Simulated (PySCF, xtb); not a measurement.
C3H8O2Si, SMILES C=C[Si@H](OC)O. Other conformers were not sampled.

Harmonic wavenumbers (cm⁻¹) from GFN2-xTB in xtb at its own minimum, in rising order: 53, 85, 92, 118, 167, 232, 258, 318, 366, 501, 643, 693, 707, 785, 812, 887, 923, 1013, 1039, 1132, 1134, 1154, 1286, 1412, 1418, 1482, 1491, 1678, 2295, 2944, 2957, 2982, 3032, 3068, 3117, 3658.

Q: What does PySCF 2.14.0 with PBE0-D3(BJ)/def2-SVP give at its own minimum? (Estimate from the structure and the level; the computed values follow.)

A: 62, 79, 102, 129, 190, 247, 310, 371, 412, 538, 664, 762, 811, 855, 902, 917, 1008, 1011, 1047, 1175, 1180, 1225, 1277, 1414, 1474, 1475, 1479, 1687, 2263, 3015, 3094, 3137, 3140, 3161, 3245, 3923. Paired by order, the mean absolute difference is 55 cm⁻¹ and the zero-point energies are 65.7 and 68.3 kcal/mol.
